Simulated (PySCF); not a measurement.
Species: C₅H₆S₂ (charge -1 and doublet state).
Geometry (GFN2-xTB, Å), atoms numbered from 1 in this order:
```
atom  x, y, z in Å
C1    -2.250    0.510    0.321
C2    -0.819    0.161    0.110
C3    -0.263   -0.700   -0.810
C4     1.120   -0.799   -0.749
C5     1.729    0.132    0.105
S6     3.264   -0.275    0.934
S7     0.432    0.985    1.036
H8    -2.886   -0.216   -0.188
H9    -2.493    1.508   -0.069
H10   -2.500    0.510    1.386
H11   -0.874   -1.273   -1.496
H12    1.709   -1.482   -1.342
H13    3.827    0.940    0.744
```

The hyperfine couplings belong to this conformer and change with its torsions.

The species is `C[C-]1[CH]C=C(S)S1` [radical] (charge -1).

Method used: UKS B3LYP, pcH-1 on C H S, non-relativistic, mean-field spin-orbit, GIAO in PySCF. Whether the extra electron is bound in the gas phase wasn't checked; a finite basis holds it in any case. The geometry wasn't refined by DFT: couplings that depend on bond lengths, twists or pyramidal angles can differ widely from those at the functional's own minimum, by a factor of two or more for some ions and for spin on atoms past the first row. Stability of the SCF solution: not tested.

Principal values of hyperfine tensors in MHz (contact, dipolar and spin–orbit terms together), for some of the nuclei:

```tsv
atom	isotope	A1	A2	A3
C5	13C	197.69	199.98	285.01
H9	1H	47.23	47.70	54.47
H13	1H	43.58	44.96	51.57
C2	13C	4.33	5.60	104.18
H10	1H	21.42	22.20	29.09
C3	13C	-25.11	-14.86	-13.69
S7	33S	0.87	1.52	49.53
H12	1H	-18.09	-12.59	-2.79
```

Problem. Split each tensor into its isotropic and traceless parts, and turn a_iso into mT with g = 2.0036.

Solution. a_iso is a third of the trace, T = A − a_iso, and a(mT) = a(MHz)/(g × 13.996). The tensors hold a spin–orbit part: the run splits a_iso into a_FC + a_SO, and T includes its anisotropic share.

| atom | a_iso (MHz) | a_FC | a_SO | a_iso (mT) | T1 | T2 | T3 |
| --- | --- | --- | --- | --- | --- | --- | --- |
| C5 | 227.56 | 227.37 | 0.19 | 8.115 | -29.87 | -27.58 | 57.45 |
| H9 | 49.80 | 49.79 | 0.01 | 1.776 | -2.57 | -2.10 | 4.67 |
| H13 | 46.70 | 46.68 | 0.02 | 1.665 | -3.13 | -1.74 | 4.87 |
| C2 | 38.04 | 37.81 | 0.23 | 1.356 | -33.71 | -32.44 | 66.15 |
| H10 | 24.24 | 24.23 | 0.01 | 0.864 | -2.82 | -2.04 | 4.85 |
| C3 | -17.88 | -17.88 | 0.00 | -0.638 | -7.22 | 3.03 | 4.20 |
| S7 | 17.31 | 17.71 | -0.40 | 0.617 | -16.44 | -15.78 | 32.22 |
| H12 | -11.16 | -11.17 | 0.01 | -0.398 | -6.93 | -1.44 | 8.37 |

Problem. What spin density at the nucleus of C2 lies behind its contact coupling (g_N = 1.40482)?

Solution. a_FC = 800.24 MHz bohr³ × g_N × ρ(0)/(2S). With a_FC = 37.81 MHz and 2S = 1, ρ(0) = 0.03363 bohr⁻³.

Problem. C1 (13C, g_N = 1.40482) isn't in the table. Its spin density at the nucleus is -0.01356 bohr⁻³. What is its contact coupling?

Solution. By the same relation, a_FC = -15.25 MHz. Its full tensor has the principal values -16.04, -15.93, -13.76 MHz.

Problem. Name the largest traceless tensor T of the table and describe it.

Solution. C2: -33.7, -32.4, 66.1 MHz (the dipolar term alone has -34.0, -32.4, 66.4), axial, in the ratio −1:−1:+2, the form that spin in one p orbital centred on that nucleus gives.

Problem. In a single crystal, with the field along each principal axis of the tensor of H9 in turn, what first-order splitting does this nucleus give (isotropic g, quadrupole terms neglected)?

Solution. 2 lines (I = 1/2), spaced by |A_i|/(g × 13.996): 1.68, 1.70, 1.94 mT along the axes of A1, A2 and A3.

Hardware: one thread of an Arm Neoverse V1, no GPU (shared host). Cost: 71 s (grids of density and orbitals included), 0.91 GiB resident at most.

The SMILES draws the unpaired electron on C3; the largest computed Mulliken spin population is on C2 (0.35 against -0.07).
